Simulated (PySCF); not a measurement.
H2OSi, triplet, at a GFN2-xTB geometry (a higher spin typed on purpose: for a closed-shell molecule this is an excited state). Base run: PySCF with HF/STO-3G.

The PySCF input:
```python
from pyscf import gto, scf

mol = gto.M(
    atom='''
Si    0.06957115   -0.44374148    0.00392664
O    -0.17058125    1.08800809   -0.00962772
H    -0.99443389   -1.43247912   -0.00059018
H     1.38508776   -1.05920486    0.02263895
''',
    basis='sto-3g',
    spin=2,
    verbose=4,
)

mf = scf.UHF(mol)
mf.kernel()
```

Each row names what was changed in the base input (with any setting that the change needs).

```tsv
change	ΔE vs base (mEh)	SCF cycles	<S^2>
base	0.000	12	2.010
conv_tol = 1e-4	0.000	8	2.010
diis_space = 4	0.000	13	2.010
diis = off; damp = 0.6 (with mf.diis_start_cycle = 200; with mf.max_cycle = 150)	0.000	56	2.010
conv_tol = 1e-12	0.000	14	2.010
damp = 0.5; diis_start_cycle = 5	0.000	13	2.010
diis_space = 20	0.000	12	2.010
level_shift = 0.3 (with mf.max_cycle = 100)	0.000	13	2.010
conv_tol_grad = 1e-7	0.000	14	2.010
diis_space = 2	0.000	14	2.010
init_guess = atom	0.000	11	2.010
init_guess = 1e	0.000	12	2.010
level_shift = 0.5 (with mf.max_cycle = 100)	0.000	15	2.010
```

Open shells are given as the SCF converged; they aren't shown to be the lowest states, and a large step between rows can be another state.
